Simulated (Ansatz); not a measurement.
```yaml
crystal:
  periodic: [false, false, false]
  atoms:
    - {symbol: F, position_ang: [0.248526, 0.852335, -1.961606]}
    - {symbol: C, position_ang: [-0.830886, 0.701510, 0.999566]}
    - {symbol: C, position_ang: [-0.099251, -0.412152, 0.814276]}
    - {symbol: Al, position_ang: [-1.131431, 0.096412, -1.395725]}
    - {symbol: Si, position_ang: [1.727083, -0.431784, 0.347073]}
    - {symbol: H, position_ang: [-0.423289, 1.688834, 0.795426]}
    - {symbol: H, position_ang: [-1.841819, 0.673528, 1.395287]}
    - {symbol: H, position_ang: [-1.169656, -1.171015, -1.557311]}
    - {symbol: H, position_ang: [-1.219656, -1.471015, -1.607311]}
    - {symbol: H, position_ang: [-2.426177, 1.003615, -1.270893]}
    - {symbol: H, position_ang: [1.958829, -1.252701, -0.862264]}
    - {symbol: H, position_ang: [2.209322, 0.958183, 0.190022]}
    - {symbol: H, position_ang: [2.411114, -1.077132, 1.500911]}
basis:
  gaussian: {orbitals: x2c-TZVPPall}
magnetization: {spin_polarized: true, initial_magnetization: 2}
hamiltonian: {xc: {name: SVWN5}}
accuracy: high
output: {forces: true}
```

```sh
$ ansatz run in.yaml --threads 4 --pin off --events-out ev --progress --plain --max-ram 10444MiB
```

Output, abridged:

```
Functional definition: SVWN5
5006 factors; integrals over basis functions are off by at most 3.4e-8 eV
mean field evaluation 1: about -19295.8977 eV, gradient 5.8e1 eV
mean field evaluation 2: about -19161.4850 eV, gradient 1.4e2 eV
mean field evaluation 4: about -19301.4550 eV, gradient 3.8e1 eV
mean field evaluation 8: about -19311.9154 eV, gradient 2.4e0 eV
mean field evaluation 16: about -19311.9414 eV, gradient 1.2e-2 eV
mean field -19311.94139513 eV, -709.7007561672 hartree, gradient 7.7e-8 eV, S^2 2.004532; 5 other end points of the search recorded, 0 dependent functions left out
reference -19311.94139972 eV, -709.7007563356 hartree; 29, 27 occupied and 260, 262 virtual orbitals, 5006 factors
Total energy: -19311.94139972 eV, -709.7007563356 hartree
Relativity: scalar
Atom 0 at     0.248526     0.852335    -1.961606 Å, force    -0.138851    -0.397480    -0.177065 eV/Å
Atom 1 at    -0.830886     0.701510     0.999566 Å, force    -2.006615     0.688631    -0.271284 eV/Å
Atom 2 at    -0.099251    -0.412152     0.814276 Å, force     2.144232    -0.757198    -2.424345 eV/Å
Atom 3 at    -1.131431     0.096412    -1.395725 Å, force     1.555268     9.752281     3.192671 eV/Å
Atom 4 at     1.727083    -0.431784     0.347073 Å, force    -1.303567    -0.786299     0.779157 eV/Å
Atom 5 at    -0.423289     1.688834     0.795426 Å, force     0.165429     0.486417    -0.003561 eV/Å
Atom 6 at    -1.841819     0.673528     1.395287 Å, force    -0.300315     0.185700     0.415357 eV/Å
Atom 7 at    -1.169656    -1.171015    -1.557311 Å, force    17.107736    97.018223    16.505751 eV/Å
Atom 8 at    -1.219656    -1.471015    -1.607311 Å, force   -17.672959  -105.596751   -17.452374 eV/Å
Atom 9 at    -2.426177     1.003615    -1.270893 Å, force    -0.169947    -0.652012    -0.292506 eV/Å
Atom 10 at     1.958829    -1.252701    -0.862264 Å, force     0.189253    -0.118950    -0.225483 eV/Å
Atom 11 at     2.209322     0.958183     0.190022 Å, force     0.014853     0.256312    -0.084626 eV/Å
Atom 12 at     2.411114    -1.077132     1.500911 Å, force     0.415482    -0.078874     0.038307 eV/Å
Dipole moment:    -0.462115    -0.519778    -0.247746 e Å
```

In this input one atom was put on top of another. The run converged. The result belongs to that input, not to the molecule as meant.
